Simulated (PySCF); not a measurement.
Zn(Et)2 (C4H10Zn), SMILES C[CH2][Zn][CH2]C. Atoms are numbered in the order given.

```xyz
15

Zn     0.0000     0.0000     0.1692
C      0.6143     1.8656     0.1707
C     -0.3683     2.8786    -0.4352
H      0.8539     2.1436     1.2218
H      1.5870     1.9033    -0.3696
H     -0.6003     2.6538    -1.4978
H     -1.3387     2.8958     0.1046
H      0.0263     3.9189    -0.4104
C     -0.6143    -1.8656     0.1707
C      0.3683    -2.8786    -0.4352
H     -0.8539    -2.1436     1.2218
H     -1.5870    -1.9033    -0.3696
H      0.6003    -2.6538    -1.4978
H      1.3387    -2.8958     0.1046
H     -0.0263    -3.9189    -0.4104
```

Coordinates come from a PBE-D3(BJ)/def2-SVP optimisation. The isomer is the one that the SMILES or the coordinates give; other isomers of the formula were not compared. The values are those of a single conformer.

The numbers are results of PySCF with KT2/pcSseg-1, not measurements.

GIAO shieldings, no solvent; atoms alike by connectivity are averaged. δ = σ(ref) − σ: ¹³C against TMS (σ = 185.1 ppm); ¹H against TMS (σ = 31.47 ppm), references at their B3LYP-D3(BJ)/def2-TZVP geometries, non-relativistic.

```json
[
 {"nucleus": "¹³C", "atoms": "C3, C10", "count": "2", "δ (ppm)": "16.6"},
 {"nucleus": "¹³C", "atoms": "C2, C9", "count": "2", "δ (ppm)": "11.7"},
 {"nucleus": "¹H", "atoms": "H6, H7, H8, H13, H14, H15", "count": "6", "δ (ppm)": "1.75"},
 {"nucleus": "¹H", "atoms": "H4, H5, H11, H12", "count": "4", "δ (ppm)": "0.99"}
]
```
